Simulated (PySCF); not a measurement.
C7H12NPS.
Numbering: `[CH:1]#[C:2][P:3]1(=[N:4][CH3:5])[CH2:6][CH2:7][S:8][CH2:9][CH2:10]1`

Probes without a nucleus sit at each ring's centroid and 1 Å off its mean plane on both sides; NICS is minus the shielding there, NICSzz its component along the normal. Level: GIAO PBE0/pcSseg-1 (PySCF, non-relativistic, gas phase) on the GFN2-xTB geometry, one conformer.

Ring bond lengths (Å), with Mayer bond orders in brackets: P3–C6 1.823 (0.98), C6–C7 1.518 (1.01), C7–S8 1.820 (1.00), S8–C9 1.821 (1.00), C9–C10 1.518 (1.00), C10–P3 1.862 (0.90).

Problem. Give the NICS values of each ring in ppm.

Solution. 
```csv
ring,type,NICS(0),"NICS(1), two faces","NICS(1)zz, two faces",rms pucker (Å),"centre to ring atoms, mean (Å)"
P3–C6–C7–S8–C9–C10,6-membered ring with P and S; formal bonds all single,-2.4,-1.8 / -2.0,4.9 / 5.0,0.31,1.64
```

Problem. What do they say, and how far can they be read as aromaticity?

Solution. 
- P3–C6–C7–S8–C9–C10: mean NICS(1)zz 5.0 ppm, deshielded. P3, C6, C7, C9, C10 have four or more neighbours; no verdict on aromaticity is drawn.

Problem. What is the mean of the two in-plane components of NICS at the second NICS(1) probe listed for ring P3–C6–C7–S8–C9–C10, 1 Å off the ring?

Solution. The isotropic value is a third of the trace: (3 × -2.0 − (5.0))/2 = -5.5 ppm.

Problem. Give the inner angles of the rings and the Hirshfeld charges of the ring atoms.

Solution. 
- P3–C6–C7–S8–C9–C10: P3 103.7° (+0.409 e), C6 109.1° (-0.112 e), C7 111.8° (-0.071 e), S8 99.2° (-0.014 e), C9 111.5° (-0.074 e), C10 107.5° (-0.121 e); sum 642.7° against 720° for a flat convex ring.
